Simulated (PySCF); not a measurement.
A mixed set of molecules. The calculation used TDDFT wB97X-D/def2-SVPD, vertical, gas phase, core orbitals frozen in the response in PySCF 2.14.0, density-fitted response routines. Geometries: GFN2-xTB; one conformer of each isolated species. Triplets are in the Tamm–Dancoff approximation. 'Strongest' means the level of largest summed f among the lowest 8 singlets; it needn't be the same kind of state in each.

Task: Rank by computed lowest singlet excitation energy, highest first.
A. `N[Si@H](C#C)C(F)=C`
B. `N#C/C=C/[C@H](F)[SiH3]`
C. `[SiH2](N)/C=C(/F)C#C`
D. `C#C/C=C\[Si@@H](N)F`
E. `N#CC1(F)C[SiH2]C1`
F. `N#C[SiH2]/C=C/CF`
G. `C(/[SiH2]C#N)=C/CF`

Result: E (7.20 eV), F (7.02 eV), G (6.72 eV), A (6.09 eV), B (5.90 eV), C (5.52 eV), D (5.18 eV).

```tsv
SMILES	S1 (eV)	strongest (eV)	first f ≥ 0.01 (nm)	gap (eV)	HOMO (eV)	S1 mainly
N#CC1(F)C[SiH2]C1	7.20	7.71	161	12.08	-10.82	H-2→L+1 (70%)
N#C[SiH2]/C=C/CF	7.02	7.12	177	11.02	-10.27	H-1→L (61%)
N#C[SiH2]/C=C\CF	6.72	6.72	184	10.77	-10.19	H→L (69%)
C#C[Si@@H](N)C(=C)F	6.09	7.14	196	10.88	-9.59	H-2→L (49%)
N#C/C=C/[C@H](F)[SiH3]	5.90	5.90	210	9.73	-9.66	H→L (94%)
C#C/C(F)=C\[SiH2]N	5.52	5.52	225	9.53	-9.19	H→L (80%)
C#C/C=C\[Si@@H](N)F	5.18	5.48	226	9.43	-9.31	H-1→L (51%)
```

H and L stand for HOMO and LUMO.

- `N#CC1(F)C[SiH2]C1`: Löwdin shares by element: HOMO carbon 55% or more, silicon 24%, hydrogen 4% or more (atoms not listed hold the other 17%); LUMO silicon 35%, carbon 20% or more, hydrogen 12% or more (atoms not listed hold the other 34%).
- `N#C[SiH2]/C=C/CF`: Löwdin shares by element: HOMO carbon 77% or more, silicon 5% (atoms not listed hold the other 18%); LUMO carbon 62% or more, silicon 12% (atoms not listed hold the other 26%).
- `N#C[SiH2]/C=C\CF`: Löwdin shares by element: HOMO carbon 76% or more, silicon 5% (atoms not listed hold the other 19%); LUMO carbon 60% or more, silicon 16% (atoms not listed hold the other 24%).
- `C#C[Si@@H](N)C(=C)F`: Löwdin shares by element: HOMO carbon 42% or more, nitrogen 23%, fluorine 10% (atoms not listed hold the other 25%); LUMO carbon 40% or more, silicon 21% (atoms not listed hold the other 38%).
- `N#C/C=C/[C@H](F)[SiH3]`: Löwdin shares by element: HOMO carbon 54% or more, nitrogen 17% (atoms not listed hold the other 29%); LUMO carbon 63% or more, nitrogen 13% (atoms not listed hold the other 24%).
- `C#C/C(F)=C\[SiH2]N`: Löwdin shares by element: HOMO carbon 76% (atoms not listed hold the other 24%); LUMO carbon 76% (atoms not listed hold the other 24%).
- `C#C/C=C\[Si@@H](N)F`: Löwdin shares by element: HOMO carbon 75% (atoms not listed hold the other 25%); LUMO carbon 78% (atoms not listed hold the other 22%).
